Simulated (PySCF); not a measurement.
A run for PySCF: R-HF/STO-3G on C2H2 (SMILES C#C).

```python
from pyscf import gto, scf, dft, mp
from pyscf.data.elements import chemcore

mol = gto.M(
    atom='''
    C     0.34100147    0.38003799    0.13680047
    C    -0.40149892   -0.53759246    0.33834590
    H     0.99740560    1.19484969   -0.05179119
    H    -1.05679938   -1.35443895    0.52284683
    ''',
    basis='sto-3g',
    charge=0, spin=0, verbose=3, max_memory=1800)
mf = scf.RHF(mol)
mf.conv_tol = 1e-8
mf.max_cycle = 100
mf.kernel()
if not mf.converged:
    mf = mf.newton().run(mf.mo_coeff, mf.mo_occ)
```

It printed:

```
converged SCF energy = -75.8538572919892
```

Self-consistency was reached.

Cost: very roughly 0.08 core-seconds.
